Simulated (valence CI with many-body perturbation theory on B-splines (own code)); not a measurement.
## Hyperfine factors and g values of Er LIII

Calculated by valence CI with perturbative core correlation (CI+MBPT): six valence electrons over a frozen Dirac-Fock core [Ne], radial functions for each j: 9 s, 9 p, 8 d, 6 f, 3 g, 1 h, with the one-electron correlation potential Σ1 (screened to all orders), the two-electron term Σ2, the three-electron term Σ3, Breit, model QED; selected single and double excitations, second order for the rest, scaled by the run's own slope (own B-spline code, finite nucleus).

The last digits are not significant, and no measured levels were compared; by estimate large intervals hold to a few tenths of a per cent, small ones and those within an open d or f shell to about a per cent. Among the levels kept, up to 1000 cm⁻¹ of a level comes from second order outside the variational space, and about a tenth of that is noise between levels of different J, which matters for small intervals.

A/g_I is the dipole constant over the nuclear g factor μ/I (μ in nuclear magnetons, uniformly magnetised nucleus), B/Q the quadrupole constant per barn. Both hold the static response of the core; the bare values leave it out. Large factors of s and p1/2 electrons are usually good to 5 to 10 %; those of open d and f shells near neutrality can be off by tens of per cent, and small factors of p3/2, d and f electrons come from cancelling terms and can be off by a factor of two or in sign, in half-filled shells by more. B is blank for J = 1/2, where it vanishes, and for nearly pure S terms. Energies count from the lowest level. Levels with J = 0 are left out.

Levels are named by their leading jj configuration (3d3/2^4 stands for four electrons in 3d with j = 3/2), which in mixed levels can hold well under half, so a name can repeat and another be missing. Letters in brackets count levels of one name in rising energy.

```tsv
Level	E (eV)	g	A/g_I (MHz)	A/g_I bare	B/Q (MHz/b)	B/Q bare
(3s^2 3p1/2^2 3p3/2^2) J=2	0.00	1.336	153000	153000	27000	26600
(3s^2 3p1/2^2 3p3/2 3d3/2) J=2	210.27	1.044	118000	119000	-2370	-2150
(3s^2 3p1/2^2 3p3/2 3d3/2) J=1	217.47	1.121	106000	108000	-130000	-129000
(3s^2 3p1/2^2 3p3/2 3d3/2) J=3	218.21	1.101	114000	115000	309000	306000
(3s^2 3p1/2 3p3/2^3) J=1	230.52	1.491	-110000	-104000	-151000	-149000
(3s^2 3p1/2 3p3/2^3) J=2	239.32	1.143	422000	416000	-330000	-326000
(3s^2 3p1/2^2 3p3/2 3d5/2) J=4	268.06	1.257	75600	77000	324000	322000
(3s^2 3p1/2^2 3p3/2 3d5/2) J=2	272.66	1.249	60800	62700	-194000	-190000
(3s^2 3p1/2^2 3p3/2 3d5/2) J=3	290.82	1.191	69900	71200	7770	9620
(3s^2 3p1/2^2 3p3/2 3d5/2) J=1	300.53	1.045	-59700	-55600	40100	40400
(3s 3p1/2^2 3p3/2^3) J=2	392.27	1.468	907000	891000	-280000	-277000
(3s 3p1/2^2 3p3/2^3) J=1	411.29	1.185	-515000	-499000	-104000	-103000
(3s^2 3p1/2^2 3d3/2^2) J=2	429.22	0.744	81200	83000	3580	3760
(3s^2 3p1/2 3p3/2^2 3d3/2) J=2 [a]	432.41	1.026	236000	234000	-170000	-168000
(3s^2 3p1/2 3p3/2^2 3d3/2) J=1 [a]	434.31	0.973	261000	258000	-48600	-48600
(3s^2 3p1/2 3p3/2^2 3d3/2) J=3 [a]	439.60	1.080	232000	231000	-9420	-8700
(3s^2 3p1/2 3p3/2^2 3d3/2) J=4	447.50	1.047	260000	257000	50500	52000
(3s^2 3p1/2 3p3/2^2 3d3/2) J=2 [b]	458.89	0.826	334000	331000	174000	174000
(3s^2 3p1/2 3p3/2^2 3d3/2) J=3 [b]	471.86	1.198	58800	61100	43400	43300
(3s^2 3p1/2 3p3/2^2 3d3/2) J=2 [c]	477.52	1.253	240000	238000	-3700	-4830
(3s^2 3p1/2 3p3/2^2 3d3/2) J=1 [b]	481.56	1.501	176000	175000	93900	92700
(3s^2 3p1/2 3p3/2^2 3d5/2) J=3	486.50	1.289	-56500	-52500	40500	41600
(3s^2 3p1/2 3p3/2^2 3d5/2) J=4 [a]	486.92	1.292	-15300	-12000	120000	121000
(3s^2 3p1/2^2 3d3/2 3d5/2) J=3	489.74	1.078	51100	53300	11700	12400
(3s^2 3p1/2 3p3/2^2 3d3/2) J=1 [c]	493.80	0.912	-216000	-207000	-55600	-53800
(3s^2 3p1/2 3p3/2^2 3d5/2) J=4 [b]	498.11	1.177	216000	214000	6350	7570
(3s^2 3p1/2^2 3d3/2 3d5/2) J=2	499.73	1.186	50700	52900	-25900	-26600
(3s^2 3p1/2 3p3/2^2 3d5/2) J=1	500.05	0.942	530000	522000	16100	16200
(3s^2 3p1/2 3p3/2^2 3d5/2) J=5	501.11	1.189	200000	199000	67100	68800
(3s^2 3p1/2^2 3d3/2 3d5/2) J=1	503.42	1.526	26500	28400	13800	14600
(3s^2 3p1/2^2 3d3/2 3d5/2) J=4	504.52	1.079	58300	60600	60900	64400
(3s^2 3p1/2 3p3/2^2 3d5/2) J=2	517.35	1.269	-134000	-128000	262000	260000
```

Q: Take the isotope of mass number 167, with I = 7/2, μ = -0.5623 μN and Q = 3.57 b. What is the hyperfine structure of (3s^2 3p1/2 3p3/2^3) J=1?

A: From the table A = 17600 MHz, B = -540000 MHz. Shifts from the centre of gravity in MHz: F = 5/2: -368000, F = 7/2: 368000, F = 9/2: -73400.
